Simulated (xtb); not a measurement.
xtb input (GFN2-xTB):

```bash
xtb mol.xyz --gfn 2 --ohess tight --chrg 0 --uhf 0
```
mol.xyz:
```
9

C      2.08315572    -0.13182652    -0.26635905
C      0.87523293    -0.66370695    -0.24845538
C     -0.40359539     0.00198558     0.08086282
F     -0.23524041     1.27984336     0.35400889
F     -0.99120631    -0.59737769     1.08723226
F     -1.24859335    -0.02570836    -0.98706166
H      2.97142045    -0.63324966    -0.56032309
H      2.19524828     0.94357214    -0.03811780
H      0.76508285    -1.69493743    -0.52741686
```

Output:

```
           -------------------------------------------------
          |                Calculation Setup                |
           -------------------------------------------------

           -------------------------------------------------
          |                 G F N 2 - x T B                 |
           -------------------------------------------------

        Reference                      10.1021/acs.jctc.8b01176
      * Hamiltonian:
        H0-scaling (s, p, d)           1.850000    2.230000    2.230000
        zeta-weighting                 0.500000
      * Dispersion:
        s8                             2.700000
        a1                             0.520000
        a2                             5.000000
        s9                             5.000000
      * Repulsion:
        kExp                           1.500000    1.000000
        rExp                           1.000000
      * Coulomb:
        alpha                          2.000000
        third order                    shell-resolved
        anisotropic                    true
        a3                             3.000000
        a5                             4.000000
        cn-shift                       1.200000
        cn-exp                         4.000000
        max-rad                        5.000000

          ...................................................
          :                      SETUP                      :
          :.................................................:
          :  # basis functions                  27          :
          :  # atomic orbitals                  27          :
          :  # shells                           15          :
          :  # electrons                        36          :
          :  max. iterations                   250          :
          :  Hamiltonian                  GFN2-xTB          :
          :  restarted?                      false          :
          :  GBSA solvation                  false          :
          :  PC potential                    false          :
          :  electronic temp.          300.0000000     K    :
          :  accuracy                    1.0000000          :
          :  -> integral cutoff          0.2500000E+02      :
          :  -> integral neglect         0.1000000E-07      :
          :  -> SCF convergence          0.1000000E-05 Eh   :
          :  -> wf. convergence          0.1000000E-03 e    :
          :  Broyden damping             0.4000000          :
          :  net charge                          0          :
          :  unpaired electrons                  0          :
          ...................................................

 iter      E             dE          RMSdq      gap      omega  full diag
   1    -22.2225549 -0.222226E+02  0.539E+00    5.52       0.0  T
   2    -22.2766933 -0.541384E-01  0.309E+00    5.54       1.0  T
   3    -22.2778244 -0.113110E-02  0.138E+00    5.51       1.0  T
   4    -22.2781323 -0.307842E-03  0.463E-01    5.52       1.0  T
   5    -22.2793014 -0.116908E-02  0.880E-02    5.50       1.0  T
   6    -22.2793169 -0.155244E-04  0.445E-02    5.50       1.0  T
[...]
     1   6 C        2   6 C                                       1.3186839
     3   6 C        4   9 F                                       1.3387248
     3   6 C        5   9 F                                       1.3454043
     3   6 C        6   9 F                                       1.3458422 (max)
     1   6 C        7   1 H                                       1.0756165 (min)
Molecule has the following symmetry elements: (sigma)
It seems to be the Cs point group
     1   6 C        8   1 H                                       1.0774755
     2   6 C        9   1 H                                       1.0794153

 * 3 distinct bonds (by element types)

   Z      Z             #   av. dist./Å        max./Å        min./Å
   1 H    6 C           3     1.0775024     1.0794153     1.0756165
   6 C    6 C           1     1.3186839     1.3186839     1.3186839
   6 C    9 F           3     1.3433238     1.3458422     1.3387248

           -------------------------------------------------
          |               Frequency Printout                |
           -------------------------------------------------
 projected vibrational frequencies (cm⁻¹)
eigval :       -0.00    -0.00    -0.00    -0.00     0.00     0.00
eigval :       47.11   243.22   285.57   396.65   454.69   497.81
eigval :      579.08   680.62   784.55   916.68   989.37  1011.19
eigval :     1042.77  1077.34  1191.31  1255.75  1391.90  1709.19
eigval :     3098.95  3112.42  3147.89
 reduced masses (amu)
   1: 12.51   2: 14.98   3: 14.12   4: 17.70   5: 16.77   6: 17.20   7: 10.31   8: 13.97
   9: 11.67  10: 15.51  11: 16.54  12: 16.09  13: 14.18  14:  9.60  15: 14.77  16:  3.67
  17:  6.80  18:  2.42  19: 12.99  20: 11.79  21: 10.48  22:  5.06  23:  2.24  24: 11.31
  25:  1.85  26:  1.54  27:  2.10
 IR intensities (km·mol⁻¹)
   1:  1.09   2:  0.49   3:  2.01   4:  0.33   5:  1.45   6:  0.21   7:  0.17   8:  0.62
   9:  0.22  10: 12.14  11:  7.48  12: 25.92  13: 14.36  14:  0.39  15:  1.15  16:  0.05
  17: 98.04  18:  8.67  19:384.12  20:226.71  21:156.30  22: 26.52  23: 11.79  24:  2.14
  25:  1.78  26:  1.55  27:  7.51
 Raman intensities (Ä⁴*amu⁻¹)
   1:  0.00   2:  0.00   3:  0.00   4:  0.00   5:  0.00   6:  0.00   7:  0.00   8:  0.00
   9:  0.00  10:  0.00  11:  0.00  12:  0.00  13:  0.00  14:  0.00  15:  0.00  16:  0.00
  17:  0.00  18:  0.00  19:  0.00  20:  0.00  21:  0.00  22:  0.00  23:  0.00  24:  0.00
  25:  0.00  26:  0.00  27:  0.00
 output can be read by thermo (or use thermo option).
 writing <g98.out> molden fake output.
 recommended (thermochemical) frequency scaling factor: 1.0
           -------------------------------------------------
          |             Thermodynamic Functions             |
           -------------------------------------------------

cs  symmetry found (for desy threshold:  0.10E+00) used in thermo

          ...................................................
          :                      SETUP                      :
          :.................................................:
          :  # frequencies                          21      :
          :  # imaginary freq.                       0      :
          :  linear?                             false      :
          :  only rotor calc.                    false      :
          :  symmetry                               cs      :
          :  rotational number                       1      :
          :  scaling factor                  1.0000000      :
          :  rotor cutoff                   50.0000000 cm⁻¹ :
          :  imag. cutoff                  -20.0000000 cm⁻¹ :
          :.................................................:

    mode    ω/cm⁻¹     T·S(HO)/kcal·mol⁻¹    T·S(FR)/kcal·mol⁻¹   T·S(vib)
   ------------------------------------------------------------------------
       1     47.11    -1.47137 ( 44.08%)    -1.07344 ( 55.92%)    -1.24886
       2    243.22    -0.53047 ( 99.82%)    -0.58777 (  0.18%)    -0.53057
       3    285.57    -0.44725 ( 99.91%)    -0.54024 (  0.09%)    -0.44734
   ------------------------------------------------------------------------

   temp. (K)  partition function   enthalpy   heat capacity  entropy
                                   cal/mol     cal/K/mol   cal/K/mol   J/K/mol
 298.15  VIB   16.4                 1990.848     13.994     11.491
         ROT  0.128E+06              888.752      2.981     26.347
         INT  0.210E+07             2879.600     16.975     37.838
         TR   0.911E+27             1481.254      4.968     39.580
         TOT                        4360.8543    21.9428    77.4176   323.9152
Note: The following floating-point exceptions are signalling: IEEE_DENORMAL
normal termination of xtb

       T/K    H(0)-H(T)+PV         H(T)/Eh          T*S/Eh         G(T)/Eh
   ------------------------------------------------------------------------
    298.15    0.694946E-02    0.614297E-01    0.367836E-01    0.246461E-01
   ------------------------------------------------------------------------

         :::::::::::::::::::::::::::::::::::::::::::::::::::::
         ::                  THERMODYNAMIC                  ::
         :::::::::::::::::::::::::::::::::::::::::::::::::::::
         :: total free energy         -22.097345041275 Eh   ::
         ::.................................................::
         :: total energy              -22.121991141521 Eh   ::
         :: zero point energy           0.054480227920 Eh   ::
         :: G(RRHO) w/o ZPVE           -0.029834127675 Eh   ::
         :: G(RRHO) contrib.            0.024646100246 Eh   ::
         :::::::::::::::::::::::::::::::::::::::::::::::::::::

optimized geometry written to: xtbopt.xyz

           -------------------------------------------------
          | TOTAL ENERGY              -22.121991141521 Eh   |
          | TOTAL ENTHALPY            -22.060561449932 Eh   |
          | TOTAL FREE ENERGY         -22.097345041275 Eh   |
          | GRADIENT NORM               0.000175983808 Eh/α |
          | HOMO-LUMO GAP               5.527863588685 eV   |
           -------------------------------------------------

------------------------------------------------------------------------
------------------------------------------------------------------------
 total:
 SCF:
 ANC optimizer:
 analytical hessian:
```
